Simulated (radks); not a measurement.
Q: Cl V, 13 electrons, occupied as [Ne] 3s2 3p1. Method: Dirac Kohn-Sham, PBEsol, spin-unpolarised, spherical densities, finite nucleus; open shells fill j = l - 1/2 first; Fermi nuclear charge, rms radius 3.3654 fm; computed with a radial shooting solver on a logarithmic mesh with Libxc functionals. Some entries of the table are withheld. Estimate them.

| orbital | occ. | eigenvalue (eV) | <1/r> (bohr^-1) | r(max) (bohr) |
|---|---|---|---|---|
| 1s1/2 | 2 | -2812.956 | (1) | 0.05952 |
| 2s1/2 | 2 | -315.8004 | 3.321 | 0.3616 |
| 2p1/2 | 2 | -256.4721 | (2) | 0.2996 |
| 2p3/2 | 4 | -254.7607 | (3) | 0.3014 |
| 3s1/2 | 2 | -73.6707 | 1.030 | (4) |
| 3p1/2 | 1 | -59.6020 | (5) | 1.267 |
| 3p3/2 | 0 | -59.3943 | (6) | 1.272 |

A: 
(1) 1s1/2 <1/r> (bohr^-1): 16.66
(2) 2p1/2 <1/r> (bohr^-1): 3.236
(3) 2p3/2 <1/r> (bohr^-1): 3.211
(4) 3s1/2 r(max) (bohr): 1.205
(5) 3p1/2 <1/r> (bohr^-1): 0.9427
(6) 3p3/2 <1/r> (bohr^-1): 0.9388
